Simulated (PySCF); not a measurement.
BF$_{3}$ (SMILES FB(F)F), singlet, at a GFN2-xTB geometry. Base run: BLYP/6-31G run with PySCF.

PySCF was given this input:
```python
from pyscf import gto, scf, dft

mol = gto.M(
    atom='''
B    -0.00000000    0.00000000   -0.00000000
F    -0.00659779    1.30036204   -0.00088081
F     1.12944220   -0.64446528    0.00325160
F    -1.12284440   -0.65589676   -0.00237079
''',
    basis='6-31g',
    verbose=4,
)

mf = dft.RKS(mol)
mf.xc = 'blyp'
mf.kernel()
mf.analyze()
```

Each row names what was changed in the base input (with any setting that the change needs).

```tsv
change	E (Eh)	HOMO (eV)	HOMO-LUMO gap (eV)	core-seconds (rough)
base	-324.43124	-9.61	9.35	2
functional = wb97m_v	-324.38576	-14.64	17.61	70
functional = pbe; dispersion = d3bj	?	-9.75	9.35	2
functional = bhandhlyp	-324.34481	-14.42	16.10	2
functional = b97m_v	-324.36369	-10.65	10.68	60
functional = pbe0; dispersion = d3bj	-324.14631	-12.15	12.74	2
functional = pbe	-324.14225	-9.75	9.35	2
functional = wb97x	?	?	?	4
functional = lc_wpbe	?	?	?	4
functional = pbe0; dispersion = d3bjm	-324.14676	-12.15	12.74	2
functional = r2scan	?	-10.46	?	3
functional = tpss	-324.48571	-9.95	9.68	4
functional = scan	-324.36975	-10.46	10.29	4
```

Task: Some entries are withheld; supply them.

Result: 
- functional = pbe; dispersion = d3bj, E (Eh): -324.14342
- functional = wb97x, E (Eh): -324.38942
- functional = wb97x, HOMO (eV): -14.67
- functional = wb97x, HOMO-LUMO gap (eV): 17.84
- functional = lc_wpbe, E (Eh): -324.27363
- functional = lc_wpbe, HOMO (eV): -14.92
- functional = lc_wpbe, HOMO-LUMO gap (eV): 18.18
- functional = r2scan, E (Eh): -324.32389
- functional = r2scan, HOMO-LUMO gap (eV): 10.45

Total energies compare only within one method and basis.
